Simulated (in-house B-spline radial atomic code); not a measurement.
## B97-1 excitations of P IV (P3+)

Method: B97-1. Computed with a B-spline radial code for spherical atoms: linear response of the closed shell [Ne] 3s2 with the functional's adiabatic kernel; scalar-relativistic (spin-free one-electron X2C), finite nucleus, no spin-orbit coupling, no double excitations, S, P, D and F terms only.

Command:
```bash
python run_td.py task.json out
```
Settings (radii: box in bohr, nucleus in fm):
```
Z                        15
electrons                12
configuration            [Ne] 3s2
hamiltonian              x2c
method                   b97_1
box_radius               23.08
rms_radius               3.1889
intervals                73
```

Run time, properties included: 0.8 s on 1 thread of Intel(R) Xeon(R) Platinum 8488C (Sapphire Rapids) (shared host).

The lowest states, in the order of their Tamm-Dancoff energies; the method's threshold (minus the highest occupied level) is 46.67 eV. Labels give the largest channel, * marks a mixed state, and oscillator strengths are full-response dipole values. Semilocal kernels can invert the small singlet-triplet splittings of Rydberg terms. Energies in eV:

```csv
state,full response,Tamm-Dancoff,oscillator strength
3s → 3p 3P,7.997,8.293,-
3s → 3p 1P,12.955,13.440,1.48
3s → 3d 3D,22.349,22.429,-
3s → 3d 1D,23.837,23.845,-
3s → 4s 3S,27.647,27.664,-
3s → 4s 1S,28.538,28.560,-
3s → 4p 3P,30.74,30.76,-
3s → 4p 1P,?,?,?
3s → 4d 3D,34.92,34.94,-
3s → 4d 1D,35.48,35.48,-
3s → 4f 3F,36.35,36.36,-
3s → 4f 1F,36.49,36.49,-
3s → 5s 3S,36.86,36.87,-
3s → 5s 1S,37.08,37.08,-
3s → 5p 3P,?,?,-
3s → 5p 1P,38.20,38.21,0.0249
```

Where does 3s → 5p 3P lie?

At 38.13 eV in full response, 38.14 eV in Tamm-Dancoff.

Where does 3s → 4p 1P lie?

At 31.29 eV in full response, 31.32 eV in Tamm-Dancoff, oscillator strength 0.0568.

How large is the singlet-triplet splitting of 3s → 3p (P terms) in Tamm-Dancoff?

5.15 eV, from the unrounded values.

What polarisabilities and dispersion coefficient does the method give?

Dipole 6.761 bohr³, quadrupole 13.74 bohr⁵, C6 17.17 hartree·bohr⁶ for two such species.
